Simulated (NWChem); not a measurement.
Everything below was run with NWChem. System: CBr$_{2}$Cl$_{2}$, charge 0, spin multiplicity 1, at a geometry optimised with PBE0/def2-SVP. The structure started from a generated list of species. Level: MP2/def2-SVP, 29 core orbitals frozen.

Input file:

```
start mol
memory heap 200 mb stack 800 mb global 1000 mb
geometry units angstroms nocenter noautoz
  Cl     0.000000    -1.443613    -1.416276
  C      0.000000     0.000000    -0.404682
  Cl     0.000000     1.443613    -1.416276
  Br     1.584164     0.000000     0.722593
  Br    -1.584164     0.000000     0.722593
  symmetry group C2v
end
basis spherical
  * library def2-svp
end
scf
  rhf
  nopen 0
  maxiter 100
  thresh 1e-7
  semidirect memsize 60000000 filesize 0
end
mp2
  freeze core 29
end
task mp2 energy
```

Part of the output:

```
             Northwest Computational Chemistry Package (NWChem) 7.3.0
             --------------------------------------------------------

                                NWChem Input Module
                                -------------------

 Scaling coordinates for geometry "geometry" by  1.889725989
 (inverse scale =  0.529177249)

 Turning off AUTOSYM since
 SYMMETRY directive was detected!

                             Geometry "geometry" -> ""
                             -------------------------

 Output coordinates in angstroms (scale by  1.889725989 to convert to a.u.)

  No.       Tag          Charge          X              Y              Z
 ---- ---------------- ---------- -------------- -------------- --------------
    1 Cl                  17.0000     0.00000000    -1.44361300    -1.41627600
    2 C                    6.0000     0.00000000     0.00000000    -0.40468200
    3 Cl                  17.0000     0.00000000     1.44361300    -1.41627600
    4 Br                  35.0000     1.58416400     0.00000000     0.72259300
    5 Br                  35.0000    -1.58416400     0.00000000     0.72259300

 Effective nuclear repulsion energy (a.u.)     849.0616104538

            Nuclear Dipole moment (a.u.)
            ----------------------------
        X                 Y               Z
 ---------------- ---------------- ----------------
     0.0000000000     0.0000000000     0.0000642507

      Symmetry information
      --------------------

 Group name             C2v
 Group number             16
 Group order               4
 No. of unique centers     3

      Symmetry unique atoms

     1    2    4


 Summary of "ao basis" -> "" (spherical)
 ------------------------------------------------------------------------------
       Tag                 Description            Shells   Functions and Types
 ---------------- ------------------------------  ------  ---------------------
 *                          def2-svp                  on all atoms

 Summary of "ao basis" -> "ao basis" (spherical)
 ------------------------------------------------------------------------------
       Tag                 Description            Shells   Functions and Types
 ---------------- ------------------------------  ------  ---------------------
 Cl                         def2-svp                 8       18   4s3p1d
 C                          def2-svp                 6       14   3s2p1d
 Br                         def2-svp                12       32   5s4p3d

                                 NWChem SCF Module
                                 -----------------

  ao basis        = "ao basis"
  functions       =   114
  atoms           =     5
  closed shells   =    55
  open shells     =     0
  charge          =   0.00
  wavefunction    = RHF
  use symmetry    = T
  symmetry adapt  = T

 Summary of "ao basis" -> "ao basis" (spherical)
 ------------------------------------------------------------------------------
       Tag                 Description            Shells   Functions and Types
 ---------------- ------------------------------  ------  ---------------------
 Cl                         def2-svp                 8       18   4s3p1d
 C                          def2-svp                 6       14   3s2p1d
 Br                         def2-svp                12       32   5s4p3d

      Symmetry analysis of basis
      --------------------------

        a1         42
        a2         16
        b1         30
        b2         26
[...]
    20      0.444264  2 C  s                 67      0.404398  4 Br pz
    99      0.404398  5 Br pz                 4     -0.242260  1 Cl s

 Vector   57  Occ=0.000000D+00  E= 1.264650D-01  Symmetry=b1
              MO Center=  7.5D-14,  1.4D-14,  1.7D-01, r^2= 4.0D+00
   Bfn.  Coefficient  Atom+Function         Bfn.  Coefficient  Atom+Function
  ----- ------------  ---------------      ----- ------------  ---------------
    25      1.125980  2 C  px                65      0.562482  4 Br px
    97      0.562482  5 Br px                67      0.552086  4 Br pz
    99     -0.552086  5 Br pz                55     -0.527402  4 Br s
    87      0.527402  5 Br s                 22      0.494319  2 C  px
    11     -0.238082  1 Cl px                43     -0.238082  3 Cl px

 Vector   58  Occ=0.000000D+00  E= 1.709534D-01  Symmetry=a1
              MO Center= -4.9D-14,  2.4D-13, -9.0D-01, r^2= 3.3D+00
   Bfn.  Coefficient  Atom+Function         Bfn.  Coefficient  Atom+Function
  ----- ------------  ---------------      ----- ------------  ---------------
    27      1.091193  2 C  pz                12      0.719717  1 Cl py
    21     -0.722652  2 C  s                 44     -0.719717  3 Cl py
     4      0.635889  1 Cl s                 36      0.635889  3 Cl s
    24      0.465843  2 C  pz                20     -0.293053  2 C  s
    65      0.277350  4 Br px                97     -0.277350  5 Br px

 center of mass
 --------------
 x =   0.00000000 y =   0.00000000 z =   0.09056571

 moments of inertia (a.u.)
 ------------------
        1324.508982593482           0.000000000000           0.000000000000
           0.000000000000        2236.421440761267           0.000000000000
           0.000000000000           0.000000000000        1952.888134110462

  Mulliken analysis of the total density
  --------------------------------------

    Atom       Charge   Shell Charges
 -----------   ------   -------------------------------------------------------
    1 Cl  17    17.04   2.00  1.99  1.22  0.74  5.94  2.09  3.01  0.04
    2 C    6     6.03   1.99  0.94  0.33  1.79  0.90  0.08
    3 Cl  17    17.04   2.00  1.99  1.22  0.74  5.94  2.09  3.01  0.04
    4 Br  35    34.95   2.00  2.00  2.00  1.37  0.60  6.00  5.99  2.30  2.66  8.23  1.73  0.09
    5 Br  35    34.95   2.00  2.00  2.00  1.37  0.60  6.00  5.99  2.30  2.66  8.23  1.73  0.09

       Multipole analysis of the density wrt the origin
       ------------------------------------------------

     L   x y z        total         open         nuclear
     -   - - -        -----         ----         -------
     0   0 0 0     -0.000000      0.000000    110.000000

     1   1 0 0      0.000000      0.000000      0.000000
     1   0 1 0     -0.000000      0.000000      0.000000
     1   0 0 1      0.074644      0.000000      0.000064

     2   2 0 0    -48.653225      0.000000    627.329905
     2   1 1 0      0.000000      0.000000      0.000000
     2   1 0 1      0.000000      0.000000      0.000000
     2   0 2 0    -49.972465      0.000000    253.033578
     2   0 1 1     -0.000000      0.000000      0.000000
     2   0 0 2    -49.392775      0.000000    377.571959

                   NWChem MP2 Semi-direct Energy/Gradient Module
                   ---------------------------------------------

  Basis functions       =    114
  Molecular orbitals    =    114
  Frozen core           =     29
  Frozen virtuals       =      0
  Active alpha occupied =     26
  Active beta occupied  =     26
  Active alpha virtual  =     59
  Active beta virtual   =     59
  Use MO symmetry       = T
  Use skeleton AO sym   = T

  AO/Fock/Back tols     =   1.0D-09  1.0D-09  1.0D-09

 GA uses MA = F    GA memory limited = T

 Available:
  local mem=  1.15D+08
 global mem=  1.31D+08
 local disk=  0.00D+00
  mp2_memr nvloc                    59
  nvloc new                    59
   1 passes of  26:        3145728                      65628                  30074581.
   1 passes of  26: M    114682606           G      131046008           F     111536878.

 Semi-direct pass number   1 of   1  for RHF alpha+beta  at        2.1s
  vrange nnbf                  5762
  mp2_eaftype                   114  avail_ma_in_mb                   999
 EAF : mp2_eaftype filesize         114   15037290.
  mp2_eaf for mointskh                    114
Node 0 wrote     70.7 Mb in      0.0 s     Agg I/O rate:  1730.4 Mb/s
 Done moints_semi at        8.1s
  mp2_eaftype                   114  avail_ma_in_mb                   885
 EAF : mp2_eaftype filesize         114   15037290.
  mp2_eaf for kh                   114
 Done maket at        8.4s
 Done multipass loop at        8.4s

          -------------------------------------------
          SCF energy               -6100.689337677303
          Correlation energy          -0.877605415990
          Singlet pairs               -0.480334166193
          Triplet pairs               -0.397271249796
          Total MP2 energy         -6101.566943093293
          -------------------------------------------

          ---------------------------------------------------
                    Spin Component Scaled (SCS) MP2
          Same spin pairs                     -0.264847499864
          Same spin scaling factor             0.333333333333
          Opposite spin pairs                 -0.612757916125
          Opposite spin scaling fact.          1.200000000000
          SCS-MP2 correlation energy          -0.823591999305
          Total SCS-MP2 energy             -6101.512929676608
          ---------------------------------------------------

 -----------------------
 Performance information
 -----------------------

 Timer overhead =  1.96D-07 seconds/call

               Nr. of calls         CPU time (s)                 Wall time (s)                GFlops
             ---------------    -------------------     ------------------------------   -------------------
Name         Min   Avg   Max    Min     Avg     Max     Min     Avg     Max   Mx/calls   Min     Max     Sum
mp2: moin     1     1     1    6.0     6.0     6.0      6.0     6.0     6.0     6.0      0.0     0.0     0.0
mp2: make     1     1     1   0.30    0.30    0.30     0.30    0.30    0.30    0.30      0.0     0.0     0.0
mp2: tota     1     1     1    6.4     6.4     6.4      6.4     6.4     6.4     6.4      0.0     0.0     0.0

 The average no. of pstat calls per process was 3.00D+00
 with a timing overhead of 5.89D-07s

 Task  times  cpu:        8.4s     wall:        8.4s

 Total times  cpu:        8.4s     wall:        8.4s
```
